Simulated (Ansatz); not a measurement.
The same path of CH$_{4}$N$_{2}$Si (8 atoms, charge 0, multiplicity 1) was run twice with different band settings. The coordinate that changes most is the dihedral H5–N1–Si2–N4.

Level of theory: Ansatz 0.2.0, RKS B3LYP-D4/def2-SVP.

Relaxed end points:

```xyz
8
Properties=species:S:1:pos:R:3
N -0.601 1.361 -0.141
Si 0.483 0.086 0.223
C 0.028 -1.635 0.215
N 0.711 -1.358 -0.845
H -1.525 1.185 -0.521
H -0.256 2.282 -0.391
H 1.676 0.624 0.904
H -0.425 -2.602 0.500
```

```xyz
8
Properties=species:S:1:pos:R:3
N -0.602 1.359 -0.142
Si 0.481 0.085 0.225
C 0.029 -1.636 0.211
N 0.716 -1.355 -0.845
H -0.257 2.286 -0.373
H -1.521 1.185 -0.537
H 1.668 0.625 0.914
H -0.422 -2.606 0.491
```

Common settings: movable images 7; climbing image yes; spring 5.0 eV/Å²; optimiser quadratic models (default); start path IDPP; force threshold 0.05 eV/Å; iteration limit 60.

| run | end points |
| --- | --- |
| 1 | relaxed |
| 2 | as typed, not relaxed |

(1) What does each run give, and how far can it be trusted?

Answers

(1) Run 1: converged after 8 iterations, highest image 0.095 eV above the first end. A vibrational analysis at the climbing image gives one clearly imaginary mode, 213i cm⁻¹: a first-order saddle point.
Run 2: not converged after 60 iterations, highest image 0.000 eV above the first end. The band didn't meet its force threshold, so its energies are provisional: the largest band force was still 1.34 eV/Å, and over the last iterations the top stayed at 0.00 eV. The end points aren't both relaxed to the band's threshold either. Inner images lie below an end point, which means an intermediate or an end that isn't the lowest structure nearby.
